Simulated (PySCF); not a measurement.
Ground-state electric properties of a mixed set of molecules.

All values: CAM-B3LYP/def2-SVPD (PySCF) at PBE0-D3(BJ)/def2-SVP geometries, gas phase, one conformer each. Core orbitals are frozen in the response; Δα² is half the sum of the squared differences of the principal polarisabilities. Atoms past krypton carry effective core potentials.

(1) Rank by mean static polarisability, highest first.
A. `CS[Si@@H]1CCCN1`
B. `CC(=O)NB1CCCC1`
C. `F[Te](F)(F)F`
D. `CB(C)P[SiH2]O`
E. `O1[SiH2]O[SiH](C#N)O[SiH2]1`

(2) Rank by polarisability anisotropy Δα, highest first.
A. `[CH3:1][S:2][Si@@H:3]1[CH2:4][CH2:5][CH2:6][NH:7]1` with C1–S2–Si3–C4 -99°, S2–Si3–C4–C5 -134°, Si3–C4–C5–C6 36°, C4–C5–C6–N7 -41°, C5–C6–N7–Si3 26°
B. `[N:1]#[C:2][SiH:3]1[O:4][SiH2:5][O:6][SiH2:7][O:8]1` with C2–Si3–O4–Si5 97°, Si3–O4–Si5–O6 11°, O4–Si5–O6–Si7 1°, Si5–O6–Si7–O8 -1°
C. `[CH3:1][B:2]([CH3:3])[PH:4][SiH2:5][OH:6]` with C1–B2–P4–Si5 59°, B2–P4–Si5–O6 -87°, P4–Si5–O6–H -47°
D. `F[Te](F)(F)F`

Results:

(1) A (15.02 Å³), D (14.59 Å³), B (13.86 Å³), E (13.07 Å³), C (5.89 Å³).

(2) A (5.35 Å³), C (3.72 Å³), B (2.22 Å³), D (1.44 Å³).

All values together:

```
                   SMILES     formula  μ (D)  HOMO (eV)  LUMO (eV)  α (Å³)  Δα (Å³)  electrons  α per electron (Å³)  ΔSCF removal energy (eV)
           CC(=O)NB1CCCC1    C6H12BNO   3.54      -9.05       0.59   13.86     5.26         68                0.204                      9.78
             F[Te](F)(F)F        TeF4   3.39     -11.95      -2.46    5.89     1.44         88                0.067                         –
          CS[Si@@H]1CCCN1   C4H11NSSi   1.04      -7.80       1.04   15.02     5.35         72                0.209                      8.48
N#C[SiH]1O[SiH2]O[SiH2]O1   CH5NO3Si3   3.53     -10.38       0.17   13.07     2.22         84                0.156                     11.19
            CB(C)P[SiH2]O  C2H10BOPSi   0.90      -8.43       0.19   14.59     3.72         64                0.228                         –
```

Conformers: `[CH3:1][C:2](=[O:3])[NH:4][B:5]1[CH2:6][CH2:7][CH2:8][CH2:9]1` with C1–C2–N4–B5 -179°, C2–N4–B5–C6 180°, N4–B5–C6–C7 166°, B5–C6–C7–C8 32°, C6–C7–C8–C9 -40°, C7–C8–C9–B5 29°; `[CH3:1][S:2][Si@@H:3]1[CH2:4][CH2:5][CH2:6][NH:7]1` with C1–S2–Si3–C4 -99°, S2–Si3–C4–C5 -134°, Si3–C4–C5–C6 36°, C4–C5–C6–N7 -41°, C5–C6–N7–Si3 26°; `[N:1]#[C:2][SiH:3]1[O:4][SiH2:5][O:6][SiH2:7][O:8]1` with C2–Si3–O4–Si5 97°, Si3–O4–Si5–O6 11°, O4–Si5–O6–Si7 1°, Si5–O6–Si7–O8 -1°; `[CH3:1][B:2]([CH3:3])[PH:4][SiH2:5][OH:6]` with C1–B2–P4–Si5 59°, B2–P4–Si5–O6 -87°, P4–Si5–O6–H -47°.

A dash marks a removal energy that wasn't run or isn't settled.
